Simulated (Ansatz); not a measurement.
CH4AlFS (SMILES C[S][AlH][F]), singlet, at a GFN2-xTB geometry (such geometries of metal compounds can be far from the true shape); Ansatz (a first-principles code) with CASSCF(4,4)/STO-3G.

Ansatz was given this input:
Ansatz 0.2 input:
```yaml
crystal:
  periodic: [false, false, false]
  atoms:
    - {symbol: Al, position_ang: [0.45618316, 0.08406839, 0.87807257]}
    - {symbol: F, position_ang: [-0.07330689, 0.18124643, 2.43128565]}
    - {symbol: H, position_ang: [1.96264594, 0.12728476, 0.68167315]}
    - {symbol: S, position_ang: [-0.81837530, -0.09912993, -0.89255186]}
    - {symbol: C, position_ang: [0.56696071, -0.13765755, -2.10696048]}
    - {symbol: H, position_ang: [1.14212800, 0.78233490, -2.05259905]}
    - {symbol: H, position_ang: [0.10629532, -0.22944842, -3.08475099]}
    - {symbol: H, position_ang: [1.21055213, -0.99225401, -1.91824468]}
basis:
  gaussian:
    orbitals: STO-3G
hamiltonian:
  xc: hf
magnetization: {spin_polarized: false}
correlation: {active_space: {window: {electrons: 4, orbitals: 4}}}
```

What does Ansatz print? Leave out banner, timings and long lists.


```
Functional definition: HF
389 factors; integrals over basis functions are off by at most 3.4e-5 eV
mean field evaluation 1: about -20950.8116 eV, gradient 2.5e1 eV
mean field evaluation 2: about -20950.8918 eV, gradient 2.5e1 eV
mean field evaluation 4: about -20953.7717 eV, gradient 1.4e0 eV
mean field evaluation 8: about -20953.7828 eV, gradient 2.3e-2 eV
mean field -20953.78282593 eV, -770.0373158688 hartree, gradient 1.3e-6 eV, S^2 0.000000; 0 other end points of the search recorded, 0 dependent functions left out
reference -20953.78282593 eV, -770.0373158688 hartree; 24, 24 occupied and 8, 8 virtual orbitals, 389 factors
state -20954.82396254 eV, -770.0755769336 hartree
2 active orbitals were swapped for others, from the solution at -20954.69402473 eV, -770.0708018070 hartree to that at -20954.82396254 eV, -770.0755769336 hartree; typed "places" are swapped only where nearly empty or full, and so, without "given_window_search", are "orbital_numbers", "shells" and a window whose orbitals a file names under [Active]
Total energy: -20954.82396254 eV, -770.0755769336 hartree
```
